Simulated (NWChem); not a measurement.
System: C2H8OSi; SMILES CCO[SiH3]

```xyz
12

Si     0.0380     1.6444    -0.0016
O      0.4396     0.0300     0.0012
C     -0.5005    -1.0184     0.0008
C      0.2229    -2.3446     0.0013
H     -0.7653     1.9972    -1.2157
H     -0.7682     2.0009     1.2095
H      1.3187     2.4008    -0.0011
H     -1.1589    -0.9456     0.8891
H     -1.1580    -0.9458    -0.8883
H      0.8614    -2.4338     0.8927
H     -0.4941    -3.1795    -0.0007
H      0.8647    -2.4325    -0.8879
```
Atoms are numbered in this order, from 1.

Computed with NWChem. Pople sets run with spherical d functions. Coordinates come from a PBE0/def2-SVP optimisation. Isolated, static molecule.

GIAO at B3LYP/6-31G*: principal shieldings of Si1 are 382.6, 388.9, 506.1 ppm; an isolated tetramethylsilane molecule has σ = 415.4 ppm at the same levels.

**Question.** Find the isotropic 29Si shift, its principal values, the span and the skew.

**Answer.** 
1. σ(iso) = one third of the sum = 425.9 ppm.
2. δ = σ(reference) − σ = -10.5 ppm against tetramethylsilane.
3. δ11, δ22, δ33 = 32.8, 26.5, -90.7 ppm.
4. Span Ω = δ11 − δ33 = 123.5 ppm; skew κ = 3(δ22 − δ(iso))/Ω = 0.90.
